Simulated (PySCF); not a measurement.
SbF₂Cl, SMILES [F][Sb]([F])[Cl]. Coordinates come from a B3LYP-D3(BJ)/def2-SVP optimisation. The def2 effective core potentials stand for the cores of Sb; spin–orbit coupling is left out.

All values below come from PySCF with B3LYP-D3(BJ)/def2-SVP.

Harmonic wavenumbers (cm⁻¹): 149, 172, 212, 372, 636, 643. Rotational constants (GHz): 4.201, 2.259, 1.967; symmetry number 1.

Q: Work out the zero-point energy and the ideal-gas rigid-rotor harmonic-oscillator thermochemistry at 298.15 K and 1 atm.

A: ZPE = ½ Σ hcν = ½ × 2185 cm⁻¹ = 13.07 kJ/mol. H − E(el) = 29.31 kJ/mol. Entropy in J/(mol K): translation 174.52, rotation 114.00, vibration 37.51, total 326.03. G − E(el) = -67.90 kJ/mol. Cp = 71.04 J/(mol K). Modes under 150 cm⁻¹ make the vibrational entropy uncertain.
